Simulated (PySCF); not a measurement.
B(F)2(OSiH3), H3BF2OSi, SMILES FB(O[SiH3])F, singlet (B3LYP/def2-SVP optimised geometry):

```
8

B     -1.394    -0.677     0.000
F     -2.063    -1.818     0.000
F     -2.100     0.449     0.000
O     -0.053    -0.677     0.000
Si     1.208     0.437    -0.006
H      0.675     1.818    -0.160
H      2.100     0.096    -1.143
H      1.940     0.305     1.281
```

Method: B3LYP/def2-TZVP (PySCF 2.14.0).

### Question
What are the frontier orbital energies and the dipole moment?

### Answer
HOMO-2 -10.85 eV, HOMO-1 -9.50 eV, HOMO -9.47 eV, LUMO -0.50 eV, LUMO+1 0.90 eV; dipole moment 1.95 D.

Meta-Löwdin charges at B3LYP/def2-TZVP: B1 0.76, F2 -0.30, F3 -0.31, O4 -0.61, Si5 0.78, H6 -0.11, H7 -0.10, H8 -0.10.
